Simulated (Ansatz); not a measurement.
A short molecular-dynamics run on SnTe2⁺.

```yaml
crystal:
  periodic: [false, false, false]
  atoms:
    - {symbol: Sn, position_ang: [1.376847, -0.783185, -0.517712]}
    - {symbol: Te, position_ang: [0.064897, 1.390015, 0.751904]}
    - {symbol: Te, position_ang: [-1.441744, -0.606830, -0.234193]}
basis:
  gaussian: {orbitals: def2-SVP}
total_charge: 1
magnetization: {spin_polarized: true, initial_magnetization: 1}
hamiltonian: {xc: {name: revPBE}}
md: {timestep: 1 fs, n_steps: 15, ensemble: nvt_langevin, temperature: 500, initial_velocities: maxwell_boltzmann, friction: 0.01, seed: 941}
scf: {omitted_lower_state_checks: [starts]}
```

```sh
$ ansatz run in.yaml --threads 4 --pin off --events-out ev --progress --plain --max-ram 3916MiB
```

```tsv
step	time (fs)	potential energy (eV)	kinetic (eV)	T (K)
0	0.0	-20416.9759	0.1293	333
1	1.0	-20416.9773	0.1478	381
2	2.0	-20416.9783	0.1654	427
3	3.0	-20416.9791	0.1699	438
4	4.0	-20416.9798	0.1492	385
5	5.0	-20416.9803	0.1591	410
6	6.0	-20416.9807	0.1933	498
7	7.0	-20416.9810	0.2164	558
8	8.0	-20416.9809	0.2518	649
9	9.0	-20416.9804	0.2788	719
10	10.0	-20416.9793	0.3042	784
11	11.0	-20416.9779	0.2559	660
12	12.0	-20416.9764	0.2550	658
13	13.0	-20416.9746	0.2348	606
14	14.0	-20416.9725	0.2472	637
15	15.0	-20416.9698	0.2635	680
```

Velocities are drawn at the set temperature; a run this short doesn't reach equilibrium. Under Langevin dynamics the printed temperature counts 3N degrees of freedom, so it starts below the set value.

In the def2 sets Sn, Te take a core potential; there is no spin–orbit coupling.

Frames (Å, forces in eV/Å):

```xyz
3
time=0.0 fs
Sn    1.377   -0.783   -0.518    0.392   -0.223   -0.147
Te    0.065    1.390    0.752    0.135    0.551    0.291
Te   -1.442   -0.607   -0.234   -0.527   -0.328   -0.143
3
time=1.0 fs
Sn    1.380   -0.783   -0.518    0.349   -0.209   -0.137
Te    0.063    1.390    0.751    0.150    0.550    0.289
Te   -1.444   -0.606   -0.233   -0.499   -0.341   -0.152
3
time=2.0 fs
Sn    1.384   -0.783   -0.518    0.304   -0.194   -0.126
Te    0.062    1.389    0.750    0.168    0.551    0.288
Te   -1.446   -0.605   -0.232   -0.472   -0.357   -0.162
3
time=3.0 fs
Sn    1.388   -0.783   -0.518    0.259   -0.179   -0.114
Te    0.060    1.389    0.748    0.185    0.551    0.286
Te   -1.448   -0.604   -0.232   -0.444   -0.372   -0.172
3
time=4.0 fs
Sn    1.392   -0.783   -0.519    0.214   -0.162   -0.102
Te    0.058    1.390    0.747    0.202    0.548    0.283
Te   -1.450   -0.603   -0.231   -0.416   -0.385   -0.181
3
time=5.0 fs
Sn    1.395   -0.783   -0.519    0.170   -0.145   -0.090
Te    0.057    1.390    0.746    0.220    0.544    0.280
Te   -1.452   -0.601   -0.230   -0.390   -0.399   -0.190
3
time=6.0 fs
Sn    1.400   -0.783   -0.519    0.122   -0.126   -0.076
Te    0.055    1.391    0.746    0.237    0.536    0.274
Te   -1.454   -0.599   -0.230   -0.359   -0.410   -0.198
3
time=7.0 fs
Sn    1.404   -0.783   -0.519    0.071   -0.106   -0.062
Te    0.053    1.391    0.745    0.252    0.525    0.267
Te   -1.457   -0.598   -0.229   -0.324   -0.419   -0.205
3
time=8.0 fs
Sn    1.408   -0.782   -0.519    0.020   -0.086   -0.048
Te    0.052    1.392    0.744    0.268    0.514    0.259
Te   -1.460   -0.596   -0.229   -0.288   -0.428   -0.212
3
time=9.0 fs
Sn    1.413   -0.782   -0.520   -0.034   -0.065   -0.033
Te    0.049    1.393    0.744    0.286    0.503    0.252
Te   -1.463   -0.595   -0.228   -0.252   -0.438   -0.220
3
time=10.0 fs
Sn    1.418   -0.781   -0.520   -0.089   -0.043   -0.017
Te    0.047    1.394    0.743    0.304    0.493    0.246
Te   -1.466   -0.593   -0.227   -0.215   -0.450   -0.228
3
time=11.0 fs
Sn    1.423   -0.780   -0.521   -0.143   -0.021   -0.002
Te    0.045    1.394    0.742    0.322    0.481    0.237
Te   -1.469   -0.591   -0.226   -0.179   -0.460   -0.236
3
time=12.0 fs
Sn    1.428   -0.780   -0.521   -0.196    0.004    0.015
Te    0.043    1.396    0.742    0.339    0.462    0.226
Te   -1.472   -0.590   -0.226   -0.143   -0.466   -0.241
3
time=13.0 fs
Sn    1.432   -0.781   -0.522   -0.247    0.028    0.032
Te    0.041    1.397    0.741    0.355    0.442    0.214
Te   -1.475   -0.589   -0.225   -0.108   -0.471   -0.246
3
time=14.0 fs
Sn    1.437   -0.781   -0.523   -0.297    0.053    0.049
Te    0.038    1.398    0.740    0.370    0.421    0.201
Te   -1.478   -0.588   -0.223   -0.073   -0.474   -0.249
3
time=15.0 fs
Sn    1.441   -0.782   -0.525   -0.347    0.078    0.065
Te    0.036    1.399    0.739    0.386    0.401    0.189
Te   -1.481   -0.587   -0.222   -0.039   -0.479   -0.254
```

Run time 22 s (4 threads of Arm Neoverse V1 on a shared host).
